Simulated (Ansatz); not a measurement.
Abridged output of a molecular run in Ansatz:

```
Functional definition: HF
1484 factors; integrals over basis functions are off by at most 1.0e-3 eV
mean field evaluation 1: about -14203.5195 eV, gradient 4.2e1 eV
mean field evaluation 2: about -14203.7866 eV, gradient 4.2e1 eV
mean field evaluation 4: about -14207.7290 eV, gradient 4.2e0 eV
mean field evaluation 8: about -14207.7976 eV, gradient 3.0e-1 eV
mean field evaluation 16: about -14207.7980 eV, gradient 1.6e-6 eV
mean field -14207.79799351 eV, -522.1269458702 hartree, gradient 1.6e-6 eV, S^2 0.000000; 0 other end points of the search recorded, 0 dependent functions left out
9 core orbitals not correlated: weight in the atoms' cores, before any rotation towards them, 1.000 or more for the frozen orbitals, at most 0.000 for the correlated occupied ones
reference -14207.79799351 eV, -522.1269458702 hartree; 15, 15 occupied and 226, 226 virtual orbitals, 1484 factors
second order -24.94580653 eV of doubles, -0.00000000 eV of singles
cycle   1  -25.20979744 eV  change   -2.6e-1 eV  update   1.1e-1
cycle   2  -25.78790999 eV  change   -5.8e-1 eV  update   3.1e-2
cycle   3  -25.91844457 eV  change   -1.3e-1 eV  update   1.6e-2
cycle   4  -25.90728866 eV  change    1.1e-2 eV  update   4.1e-3
cycle   5  -25.90492785 eV  change    2.4e-3 eV  update   2.1e-3
cycle   6  -25.90592621 eV  change   -1.0e-3 eV  update   7.2e-4
cycle   7  -25.90563480 eV  change    2.9e-4 eV  update   2.8e-4
cycle   8  -25.90549368 eV  change    1.4e-4 eV  update   8.7e-5
cycle   9  -25.90551990 eV  change   -2.6e-5 eV  update   3.6e-5
perturbative correction -1.00879721 eV, -0.0370726137 hartree
Total energy: -14234.71231062 eV, -523.1160287808 hartree
```

Its atoms:

Z-matrix (Å, degrees):
```
C
Si 1 1.858
H 1 1.091 2 111.0
H 1 1.093 2 110.4 3 120.6
H 1 1.093 2 110.6 3 -120.4
N 2 1.700 1 121.9 3 39.9
C 2 1.851 1 123.0 3 -16.4
H 2 1.481 1 112.4 3 -175.1
H 6 1.006 2 148.7 1 24.0
F 7 1.385 2 123.6 1 -153.0
H 7 1.091 2 124.1 1 -1.2
```

(1) Which basis set was used?
A. def2-SVP
B. cc-pV(Q+d)Z
C. def2-SVPD
D. def2-TZVPP

(2) Write the keys of the input that set method, charge and spin (a neutral closed shell needs none for the last two).

## Answers

(1) D. It gives 250 functions.

(2) 
```yaml
correlation: {method: ccsd_t}
```
